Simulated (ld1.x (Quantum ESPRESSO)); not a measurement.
**Which change was made? (Te, TM)**

- Element: tellurium (Te)
- Generator: ld1.x (Quantum ESPRESSO) 7.5
- Type: norm-conserving Troullier–Martins (Kleinman–Bylander form)
- Functional: BLYP
- Relativity: scalar-relativistic
- Frozen core: [Kr] 4d10
- Valence charge: 6
- Reference configuration: 5s2 5p1 (charge +3)
- Partial waves: 5p (bound): rc 2.05 bohr; 5s (bound): rc 1.65 bohr
- Local potential: the s channel
- Core correction: Bessel-smoothed model core inside 1.55 bohr

Cutoffs, loose and tight: the cutoffs (Ry, on a coarse ladder) from which the occupation-weighted sum of valence levels, in a spherical-Bessel basis at the reference potential, stays within 10 and 1 mRy of its value at 400 Ry. They do not see the model core or the augmentation charge, which bear on the density cutoff. Test errors are all-electron minus pseudo excitation energies from the reference, over the configurations 5s2 5p4; 5s2 5p3; 5s2 5p2; 5s2 5p0; 5s1 5p5; 5s0 5p6; 5s2 5p3.5; variants that change the core or the reference have their own tests.

The base gives: outcome: generated; cutoff, loose: 30 Ry; cutoff, tight: 60 Ry; bound ghosts: none; largest test error (meV): -33.

Problem. After one change the result is: outcome: generated; cutoff, loose: 60 Ry; cutoff, tight: 120 Ry; bound ghosts: none; largest test error (meV): -32. Which change was it?
A. all radii but the core radius scaled by about 1.35 (s 2.22, p 2.76 bohr)
B. all radii but the core radius scaled by about 0.79 (s 1.30, p 1.62 bohr)
C. all radii but the core radius scaled by about 0.87 (s 1.44, p 1.78 bohr)

Solution. C. The others give: all radii but the core radius scaled by about 0.79 (s 1.30, p 1.62 bohr) → outcome: generated; cutoff, loose: 120 Ry; cutoff, tight: 200 Ry; bound ghosts: p; largest test error (meV): -56 | all radii but the core radius scaled by about 1.35 (s 2.22, p 2.76 bohr) → outcome: generated; cutoff, loose: 25 Ry; cutoff, tight: 35 Ry; bound ghosts: none; largest test error (meV): -51.
